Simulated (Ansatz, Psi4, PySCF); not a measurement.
diselenium (Se2), triplet, at a GFN2-xTB geometry. Base run: PySCF with PBE0/aug-cc-pVDZ.

PySCF was given this input:
```python
from pyscf import gto, scf, dft

mol = gto.M(
    atom='''
Se   -0.00000000   -0.00000000   -1.08303360
Se    0.00000000    0.00000000    1.08303360
''',
    basis='aug-cc-pvdz',
    spin=2,
    verbose=4,
)

mf = dft.UKS(mol)
mf.xc = 'pbe0'
mf.kernel()
```

The same geometry, method and basis name were run in Ansatz (a program for electronic structure) and Psi4 and PySCF, at each program's defaults and at the settings that a row names. The base is PySCF at its defaults. Differences at the defaults can come from grids, fitting, cores and function types together.

```json
[
 {"code and settings": "PySCF, defaults (exact integrals, its default grid, spherical functions)", "ΔE vs base (mEh)": "0.000", "basis functions": "72", "E (Eh)": "-4802.49294", "SCF cycles": "8"},
 {"code and settings": "Psi4, defaults (density fitting with its default set, its default grid, spherical functions)", "ΔE vs base (mEh)": "312.7", "basis functions": "72", "E (Eh)": "-4802.18023", "SCF cycles": "7"},
 {"code and settings": "Ansatz, defaults (factorised integrals, its default grid, spherical functions)", "ΔE vs base (mEh)": "0.006", "basis functions": "72", "E (Eh)": "-4802.49294", "SCF cycles": "-"},
 {"code and settings": "PySCF, density fitting with def2-universal-jkfit", "ΔE vs base (mEh)": "-0.064", "basis functions": "72", "E (Eh)": "-4802.49301", "SCF cycles": "8"},
 {"code and settings": "PySCF, fine grid", "ΔE vs base (mEh)": "0.006", "basis functions": "72", "E (Eh)": "-4802.49294", "SCF cycles": "8"},
 {"code and settings": "Psi4, exact integrals, spherical functions, fine grid", "ΔE vs base (mEh)": "0.005", "basis functions": "72", "E (Eh)": "-4802.49294", "SCF cycles": "10"},
 {"code and settings": "Ansatz, high accuracy", "ΔE vs base (mEh)": "0.004", "basis functions": "72", "E (Eh)": "-4802.49294", "SCF cycles": "-"}
]
```

Open shells are given as the SCF converged; they aren't shown to be the lowest states, and a large step between rows can be another state.
